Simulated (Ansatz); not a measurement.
Steps of a relaxation of F$_{6}$GaP (`F[P+](F)(F)[Ga-]([F])([F])[F]`) with RKS PBE0-D4/def2-TZVP.

```sh
$ ansatz run in.yaml --threads 4 --pin off --events-out ev --progress --plain --max-ram 11315MiB
```

```yaml
crystal:
  periodic: [false, false, false]
  atoms:
    - {symbol: F, position_ang: [1.234460, -1.742100, 1.252650]}
    - {symbol: P, position_ang: [0.688740, -0.705580, 0.200180]}
    - {symbol: F, position_ang: [0.591970, -1.706380, -0.992930]}
    - {symbol: F, position_ang: [2.073840, -0.091000, -0.172890]}
    - {symbol: Ga, position_ang: [-1.092280, 0.987720, -0.014180]}
    - {symbol: F, position_ang: [-0.712800, 2.187110, 1.161840]}
    - {symbol: F, position_ang: [-0.252470, 1.022260, -1.545440]}
    - {symbol: F, position_ang: [-2.531450, 0.047970, 0.110770]}
basis:
  gaussian: {orbitals: def2-TZVP}
hamiltonian: {xc: pbe0, dispersion: d4}
relax: {f_tol: 0.005, max_steps: 150}
```

Positions (Å) and forces (eV/Å) along the path, 14 of 14 steps:

```xyz
8
step=1 energy=-77956.4479 eV
F     1.234   -1.742    1.253   -0.792    0.786   -0.097
P     0.689   -0.706    0.200    2.598   -2.041   -0.663
F     0.592   -1.706   -0.993   -0.538    0.491    0.416
F     2.074   -0.091   -0.173   -0.728    0.295    0.320
Ga   -1.092    0.988   -0.014   -0.283    0.137    0.218
F    -0.713    2.187    1.162    0.049    0.362    0.260
F    -0.252    1.022   -1.545    0.105    0.137   -0.446
F    -2.531    0.048    0.111   -0.412   -0.167   -0.007
8
step=2 energy=-77956.5273 eV
F     1.238   -1.748    1.282   -0.518    0.694   -0.439
P     0.793   -0.768    0.137    1.440   -1.326    0.011
F     0.695   -1.804   -1.017   -0.292    0.548    0.373
F     2.186   -0.160   -0.188   -0.710    0.100    0.147
Ga   -1.092    0.946    0.064   -0.539    0.401   -0.198
F    -0.821    2.278    1.152    0.140   -0.247    0.080
F    -0.342    1.083   -1.523    0.145   -0.071   -0.098
F    -2.658    0.173    0.094    0.334   -0.100    0.124
8
step=3 energy=-77956.6155 eV
F     1.159   -1.694    1.315   -0.365    0.511   -0.366
P     0.771   -0.749    0.130    0.929   -0.940    0.209
F     0.681   -1.804   -0.999   -0.180    0.314    0.167
F     2.168   -0.152   -0.168   -0.386    0.088    0.050
Ga   -1.097    0.985   -0.006   -0.265    0.113    0.072
F    -0.730    2.199    1.202   -0.035   -0.303   -0.251
F    -0.364    1.145   -1.605   -0.108    0.029    0.141
F    -2.588    0.070    0.131    0.411    0.188   -0.023
8
step=4 energy=-77956.6573 eV
F     1.110   -1.671    1.357   -0.127    0.145   -0.065
P     0.773   -0.763    0.152    0.225   -0.140   -0.108
F     0.672   -1.814   -0.971    0.002    0.038    0.066
F     2.159   -0.153   -0.134   -0.063   -0.033    0.030
Ga   -1.076    0.985   -0.050   -0.044    0.082   -0.114
F    -0.647    2.124    1.199   -0.011   -0.071   -0.044
F    -0.484    1.286   -1.681   -0.061   -0.056    0.225
F    -2.508    0.006    0.128    0.080    0.036    0.009
8
step=5 energy=-77956.6778 eV
F     0.977   -1.569    1.389   -0.024    0.013    0.016
P     0.785   -0.748    0.100    0.053   -0.046   -0.002
F     0.730   -1.871   -0.952   -0.002    0.000   -0.006
F     2.211   -0.210   -0.116    0.001    0.005   -0.004
Ga   -1.069    0.991   -0.079   -0.029    0.022    0.006
F    -0.589    2.055    1.218   -0.005   -0.020   -0.020
F    -0.596    1.401   -1.713   -0.019    0.010    0.012
F    -2.450   -0.049    0.152    0.024    0.014   -0.003
8
step=6 energy=-77956.6782 eV
F     0.951   -1.584    1.380   -0.022   -0.011    0.061
P     0.787   -0.748    0.097   -0.027   -0.022    0.009
F     0.753   -1.858   -0.967   -0.002   -0.025   -0.043
F     2.216   -0.209   -0.081    0.077    0.035   -0.022
Ga   -1.069    0.992   -0.081   -0.024    0.012    0.003
F    -0.568    2.062    1.201   -0.002   -0.009    0.000
F    -0.626    1.396   -1.724   -0.008    0.016   -0.013
F    -2.443   -0.051    0.174    0.008    0.004    0.005
8
step=7 energy=-77956.6807 eV
F     0.918   -1.553    1.394   -0.006    0.004    0.005
P     0.792   -0.748    0.087    0.012   -0.013    0.001
F     0.767   -1.883   -0.953   -0.001   -0.003   -0.003
F     2.233   -0.231   -0.077    0.004    0.002   -0.001
Ga   -1.067    0.996   -0.096   -0.012    0.012   -0.001
F    -0.547    2.035    1.207    0.001   -0.007   -0.005
F    -0.676    1.454   -1.735   -0.006    0.004    0.004
F    -2.420   -0.071    0.173    0.008    0.001   -0.001
8
step=8 energy=-77956.6803 eV rejected
F     0.910   -1.545    1.401    0.024   -0.022    0.001
P     0.800   -0.754    0.084   -0.122    0.121   -0.006
F     0.776   -1.897   -0.947    0.024   -0.033   -0.002
F     2.244   -0.243   -0.075    0.027   -0.023    0.003
Ga   -1.075    1.006   -0.101    0.064   -0.055   -0.008
F    -0.540    2.027    1.207    0.003    0.015    0.021
F    -0.702    1.482   -1.738   -0.001    0.009   -0.016
F    -2.414   -0.076    0.169   -0.019   -0.012    0.006
8
step=9 energy=-77956.6809 eV
F     0.911   -1.545    1.398   -0.004    0.004    0.002
P     0.793   -0.748    0.085    0.008   -0.008    0.000
F     0.770   -1.889   -0.949   -0.001   -0.001    0.000
F     2.237   -0.236   -0.076    0.001    0.001    0.000
Ga   -1.067    0.998   -0.099   -0.006    0.006   -0.001
F    -0.542    2.028    1.208    0.001   -0.005   -0.003
F    -0.688    1.468   -1.737   -0.004    0.003    0.003
F    -2.415   -0.076    0.171    0.005    0.000   -0.001
8
step=10 energy=-77956.6801 eV rejected
F     0.887   -1.519    1.406    0.046   -0.044   -0.005
P     0.797   -0.748    0.076   -0.161    0.147    0.032
F     0.771   -1.903   -0.940    0.053   -0.056   -0.011
F     2.244   -0.244   -0.075    0.054   -0.044   -0.009
Ga   -1.066    1.001   -0.105    0.060   -0.046   -0.026
F    -0.526    2.007    1.210    0.015    0.055    0.061
F    -0.712    1.497   -1.739   -0.001    0.027   -0.053
F    -2.395   -0.092    0.168   -0.067   -0.039    0.011
8
step=11 energy=-77956.6811 eV
F     0.905   -1.536    1.401   -0.001    0.002    0.001
P     0.795   -0.748    0.082    0.002   -0.002    0.000
F     0.772   -1.896   -0.943    0.000   -0.001    0.001
F     2.240   -0.241   -0.077    0.000    0.000    0.000
Ga   -1.066    0.999   -0.102   -0.001    0.001    0.000
F    -0.537    2.020    1.210    0.001   -0.002   -0.001
F    -0.699    1.483   -1.739   -0.002    0.002    0.001
F    -2.409   -0.082    0.168    0.002    0.000   -0.001
8
step=12 energy=-77956.6812 eV
F     0.897   -1.523    1.407    0.000    0.003   -0.006
P     0.795   -0.748    0.079    0.002   -0.001    0.001
F     0.773   -1.907   -0.935   -0.001    0.003    0.004
F     2.243   -0.248   -0.080    0.000   -0.002    0.000
Ga   -1.065    1.001   -0.107    0.000    0.003   -0.005
F    -0.531    2.011    1.213    0.001   -0.002   -0.001
F    -0.714    1.505   -1.740    0.000   -0.003    0.006
F    -2.399   -0.091    0.163   -0.002   -0.002    0.000
8
step=13 energy=-77956.6812 eV rejected
F     0.896   -1.517    1.408    0.002    0.002   -0.001
P     0.796   -0.746    0.079    0.001   -0.011    0.000
F     0.770   -1.907   -0.933    0.001    0.001    0.000
F     2.246   -0.250   -0.082   -0.005    0.003    0.001
Ga   -1.066    1.001   -0.107    0.002   -0.006    0.003
F    -0.529    2.005    1.215   -0.004    0.003   -0.001
F    -0.713    1.507   -1.740   -0.003    0.002    0.000
F    -2.400   -0.092    0.160    0.007    0.007   -0.002
8
step=14 energy=-77956.6812 eV
F     0.899   -1.521    1.407    0.000    0.000    0.000
P     0.795   -0.747    0.079    0.000    0.000    0.000
F     0.771   -1.907   -0.934    0.000    0.000    0.000
F     2.244   -0.249   -0.082    0.000    0.000    0.000
Ga   -1.065    1.001   -0.107    0.000    0.000    0.000
F    -0.532    2.009    1.214    0.000    0.000    0.000
F    -0.712    1.505   -1.739    0.000    0.000    0.000
F    -2.400   -0.091    0.161    0.000    0.000    0.000
```

Run time 88 s (4 threads of an Arm Neoverse V2 on a shared host); peak host memory 1 GiB.
